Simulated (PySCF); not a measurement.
Se(Cl)2 cation (Cl₂Se), SMILES [Se](Cl)Cl (connectivity only; charge and spin as stated), charge +1, multiplicity 2.

Geometry optimised at PBE-D3(BJ)/def2-TZVP. The spin state was assumed, not searched. The isomer is the one that the SMILES or the coordinates give; other isomers of the formula were not compared.

Calculation: PySCF with PBE-D3(BJ)/def2-TZVP.

Frequencies are harmonic and unscaled.

**Question.** List the normal modes with their intensities. (Estimate from the structure and the level; the computed values follow.)

**Answer.** 
| mode | ν (cm⁻¹) | IR (km/mol) | moving atoms (share of kinetic energy) |
|---|---|---|---|
| 1 | 169 | 0.5 | Cl 79 %, Se 21 % |
| 2 | 447 | 50.0 | Cl 64 %, Se 36 % |
| 3 | 457 | 5.3 | Cl 74 %, Se 26 % |
